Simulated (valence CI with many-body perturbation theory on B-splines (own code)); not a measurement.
Gd XXXII: calculated level list

Calculated by valence CI with perturbative core correlation (CI+MBPT): five valence electrons over a frozen Dirac-Fock core [Ar] 3d10, radial functions for each j: 9 s, 9 p, 8 d, 6 f, 3 g, 1 h, with the one-electron correlation potential Σ1, the two-electron term Σ2, the three-electron term Σ3, Breit, model QED; selected CI, second order for the rest (own B-spline code, finite nucleus).

The last digits are not significant, and no measured levels were compared; by estimate large intervals hold to a few tenths of a per cent, small ones and those within an open d or f shell to about a per cent. Among the levels kept, up to 250 cm⁻¹ of a level comes from second order outside the variational space, and about a tenth of that is noise between levels of different J, which matters for small intervals.

Levels 1 to 45 of 50, with energies above the lowest level, (4s^2 4p1/2^2 4p3/2) J=3/2. "Leading %" is the weight of the configuration and term that name the level; weights of strongly mixed levels are sums over their largest components and can fall short. In the jj column 3d3/2^4 stands for four electrons in 3d with j = 3/2.

```
No.  Configuration  Term    J  E (cm⁻¹)  Leading %                     Leading jj      g
  1         4s²4p³   ²P°  3/2         0         44      4s^2 4p1/2^2 4p3/2 (98 %)  1.400
  2         4s²4p³   ⁴S°  3/2    309880         52      4s^2 4p1/2 4p3/2^2 (98 %)  1.439
  3         4s²4p³   ²D°  5/2    344980         98      4s^2 4p1/2 4p3/2^2 (98 %)  1.197
  4         4s²4p³   ²P°  1/2    389200         98      4s^2 4p1/2 4p3/2^2 (98 %)  0.662
  5         4s²4p³   ²P°  3/2    704680         54            4s^2 4p3/2^3 (98 %)  1.288
  6          4s4p⁴    ⁴P  5/2    888690         71      4s 4p1/2^2 4p3/2^2 (89 %)  1.501
  7       4s²4p²4d    ⁴F  3/2    937340         24      4s^2 4p1/2^2 4d3/2 (68 %)  0.941
  8          4s4p⁴    ²S  1/2    994570         51      4s 4p1/2^2 4p3/2^2 (89 %)  2.208
  9          4s4p⁴    ²D  3/2   1027800         23      4s 4p1/2^2 4p3/2^2 (57 %)  1.041
 10       4s²4p²4d    ⁴F  5/2   1080100         25      4s^2 4p1/2^2 4d5/2 (86 %)  1.195
 11          4s4p⁴    ⁴P  3/2   1218800         54        4s 4p1/2 4p3/2^3 (75 %)  1.434
 12          4s4p⁴    ²D  5/2   1252700         31  4s^2 4p1/2 4p3/2 4d3/2 (52 %)  1.159
 13       4s²4p²4d    ⁴F  3/2   1258300         28  4s^2 4p1/2 4p3/2 4d3/2 (76 %)  1.019
 14       4s²4p²4d    ⁴D  1/2   1259300         62  4s^2 4p1/2 4p3/2 4d3/2 (84 %)  0.451
 15       4s²4p²4d    ²F  5/2   1281400         41  4s^2 4p1/2 4p3/2 4d3/2 (43 %)  1.057
 16       4s²4p²4d    ²G  7/2   1299000         39  4s^2 4p1/2 4p3/2 4d3/2 (90 %)  1.075
 17       4s²4p²4d    ⁴D  7/2   1338700         48  4s^2 4p1/2 4p3/2 4d5/2 (98 %)  1.312
 18          4s4p⁴    ²P  1/2   1344100         32        4s 4p1/2 4p3/2^3 (51 %)  1.109
 19          4s4p⁴    ²P  3/2   1369600         32        4s 4p1/2 4p3/2^3 (49 %)  1.150
 20       4s²4p²4d    ²G  9/2   1376200         54  4s^2 4p1/2 4p3/2 4d5/2 (97 %)  1.208
 21       4s²4p²4d    ⁴P  5/2   1384400         40  4s^2 4p1/2 4p3/2 4d3/2 (47 %)  1.264
 22       4s²4p²4d    ²P  3/2   1393500         31  4s^2 4p1/2 4p3/2 4d3/2 (49 %)  1.124
 23       4s²4p²4d    ⁴P  1/2   1423800         34  4s^2 4p1/2 4p3/2 4d3/2 (74 %)  1.994
 24       4s²4p²4d    ⁴D  5/2   1431000         39  4s^2 4p1/2 4p3/2 4d5/2 (47 %)  1.194
 25       4s²4p²4d    ²P  3/2   1447100         40  4s^2 4p1/2 4p3/2 4d5/2 (48 %)  1.450
 26       4s²4p²4d    ²F  7/2   1454500         37  4s^2 4p1/2 4p3/2 4d5/2 (80 %)  1.083
 27       4s²4p²4d    ²D  5/2   1483400         53  4s^2 4p1/2 4p3/2 4d5/2 (76 %)  1.179
 28       4s²4p²4d    ²D  3/2   1490600         68  4s^2 4p1/2 4p3/2 4d5/2 (74 %)  0.855
 29       4s²4p²4d    ²P  1/2   1520300         68  4s^2 4p1/2 4p3/2 4d5/2 (74 %)  1.023
 30          4s4p⁴    ²P  1/2   1643400         26              4s 4p3/2^4 (52 %)  1.618
 31       4s²4p²4d    ²F  7/2   1694500         46      4s^2 4p3/2^2 4d5/2 (94 %)  1.266
 32       4s²4p²4d    ²P  1/2   1698400         56      4s^2 4p3/2^2 4d3/2 (72 %)  1.156
 33       4s²4p²4d    ²D  3/2   1703200         39      4s^2 4p3/2^2 4d3/2 (88 %)  1.161
 34       4s²4p²4d    ⁴F  9/2   1706900         54      4s^2 4p3/2^2 4d5/2 (97 %)  1.231
 35       4s²4p²4d    ²D  5/2   1708800         33      4s^2 4p3/2^2 4d3/2 (79 %)  1.209
 36       4s²4p²4d    ²F  7/2   1737100         69      4s^2 4p3/2^2 4d3/2 (84 %)  1.092
 37       4s²4p²4d    ²D  3/2   1776200         58      4s^2 4p3/2^2 4d3/2 (78 %)  0.957
 38       4s²4p²4d    ²D  5/2   1793500         80      4s^2 4p3/2^2 4d5/2 (97 %)  1.204
 39        4s4p³4d   ⁶D°  5/2   1837300         33  4s 4p1/2^2 4p3/2 4d3/2 (87 %)  1.343
 40        4s4p³4d   ⁶D°  3/2   1840200         40  4s 4p1/2^2 4p3/2 4d3/2 (87 %)  1.449
 41        4s4p³4d   ⁶D°  1/2   1840400         48  4s 4p1/2^2 4p3/2 4d3/2 (88 %)  2.715
 42       4s²4p²4d    ²S  1/2   1845700         25      4s^2 4p3/2^2 4d5/2 (41 %)  1.757
 43        4s4p³4d   ⁶D°  7/2   1852200         35  4s 4p1/2^2 4p3/2 4d3/2 (70 %)  1.365
 44       4s²4p²4d    ²D  3/2   1855000         50      4s^2 4p3/2^2 4d5/2 (82 %)  1.105
 45       4s²4p²4d    ²D  5/2   1881100         53      4s^2 4p3/2^2 4d5/2 (85 %)  1.128
```

The ionisation energy to 4s²4p² ³P0 of the next ion comes out as 1234.7 eV (NIST: 1233 ± 4 eV (theoretical)). All 50 levels together are meant to be complete up to 1974000 cm⁻¹.
